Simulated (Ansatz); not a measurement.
```yaml
atoms:
  - { symbol: Cl, position_ang: [-0.0006, -0.0004, -2.1923] }
  - { symbol: Mg, position_ang: [0.0005, 0.0003, 0.0008] }
  - { symbol: Cl, position_ang: [0.0006, 0.0006, 2.1925] }
```

Basis set: cc-pVTZ (spherical functions). Left uncorrelated: 11 orbitals. Charge 0, multiplicity 1.

Computed with Ansatz (development build ahead of 0.2.0); each method stands on the lowest determinant of its kind that the runs found. Restricted open shells among the atoms or ions are ROHF, correlated in semicanonical orbitals with singles.

Q: Give the atomization energy at this shape (free ground-state atoms in the same class of orbitals less the molecule, no zero-point energy) of singlet MgCl2 by RHF-MP2, RHF.

A:

| method | atomization energy |
| --- | --- |
| RHF-MP2 | 193.72 kcal/mol |
| RHF | 158.12 kcal/mol |
